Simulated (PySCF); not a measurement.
## Field gradients at the hydrogen positions

C₃H₄F₄Si.
Numbering: `[F:1][SiH2:2][CH2:3][C:4]([F:5])=[C:6]([F:7])[F:8]` (hydrogens: H9, H10 on Si2; H11, H12 on C3)

Cartesian coordinates in Å at the GFN2-xTB level; atoms count from 1:
```
atom  x, y, z in Å
F1    -2.8887   -0.4930   -0.8249
Si2   -1.7998    0.1519    0.1671
C3    -0.1277   -0.1113   -0.7347
C4     1.0176    0.4005    0.0494
F5     1.0858    1.7438    0.1694
C6     1.9394   -0.3323    0.6606
F7     1.9504   -1.6644    0.6053
F8     2.9506    0.1172    1.3937
H9    -2.1408    1.5587    0.2682
H10   -1.8555   -0.6200    1.3963
H11   -0.1571    0.4172   -1.6898
H12    0.0270   -1.1690   -0.9424
```

Level: PBE0/pcSseg-1 (PySCF, non-relativistic); Q(2H) = 0.00286 b; rigid geometry, the same for H and D, with no vibrational averaging.

**Question.** What are Vzz, η and χzz (234.96 MHz × Q × Vzz) at all hydrogens?

**Answer.** 
| atom | bonded to | bond length (Å) | Vzz (au) | η | χzz (kHz) |
| --- | --- | --- | --- | --- | --- |
| H9 | Si2 | 1.451 | 0.1657 | 0.01 | 111 |
| H10 | Si2 | 1.453 | 0.1648 | 0.01 | 111 |
| H11 | C3 | 1.092 | 0.3060 | 0.04 | 206 |
| H12 | C3 | 1.089 | 0.3093 | 0.05 | 208 |

**Question.** Average by the element that carries the hydrogen.

**Answer.** on Si: 111 kHz over 2 positions, mean bond length 1.452 Å; on C: 207 kHz over 2 positions, mean bond length 1.090 Å.

**Question.** Give the 2H NMR doublet splittings at H9 for a magnetic field along the z, y and x axes of the gradient: 3χ/2, 3χ(1 + η)/4, 3χ(1 − η)/4.

**Answer.** With |χ| = 111.4 kHz and η = 0.011: 167, 84 and 83 kHz, to first order and without motion.

One conformer (not necessarily the lowest) at the GFN2-xTB geometry, without solvent, vibrations or thermal averaging. GFN2-xTB bond lengths can be off by several hundredths of an ångström, more for odd bonds, and the gradients follow them. With so small a basis the couplings can be 20 % off.
